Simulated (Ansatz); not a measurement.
Born–Oppenheimer molecular dynamics of CH5B2F (9 atoms, charge 0, multiplicity 1). It starts from a relaxed structure.

The calculation used Ansatz 0.2.0, RKS PBE/STO-3G.

| Item | Value |
| --- | --- |
| ensemble | NVE (velocity Verlet) |
| time step | 2 fs |
| steps asked | 120 |
| starting velocities drawn for | 200 K |
| seed | 232577 |

First frame:

```xyz
9
Properties=species:S:1:pos:R:3
B -0.988 1.298 0.027
B 0.367 0.422 -0.015
C 0.523 -1.173 -0.013
F -0.641 -1.974 0.026
H -1.544 1.647 -0.960
H -1.474 1.655 1.048
H 1.415 0.981 -0.053
H 1.197 -1.423 0.862
H 1.144 -1.434 -0.922
```

(1) How far do the bonds stretch over the last three quarters of this one trajectory? (Pairs bonded in most of those frames.)

## Answers

(1) 
```
 bond  mean (Å)  spread (Å)  shortest  longest
B1–B2     1.615       0.014      1.59     1.64
B1–H5     1.186       0.016      1.15     1.22
B1–H6     1.186       0.018      1.15     1.22
B2–C3     1.603       0.024      1.56     1.65
B2–H7     1.190       0.013      1.17     1.21
C3–F4     1.418       0.029      1.37     1.47
C3–H8     1.134       0.028      1.09     1.18
C3–H9     1.133       0.020      1.09     1.17
```

Mean temperature of the second half: 98 K. The conserved energy stayed within 2.5 meV per atom of its start (net change 0.84 meV per atom), so the integration is sound. The temperature averaged 0.49 of the 200 K drawn at the start: a run that starts near a minimum puts about half its kinetic energy into the potential. A step of 2 fs is long for free X–H stretches (periods near 10 fs) and can bias their spread and the temperature. A run of 0.24 ps of so small a system gives no equilibrium averages. Limits of this set-up: minimal basis.

The run took 84 s on 1 thread of Arm Neoverse V2, with other jobs on the host, peak memory 0.07 GiB.
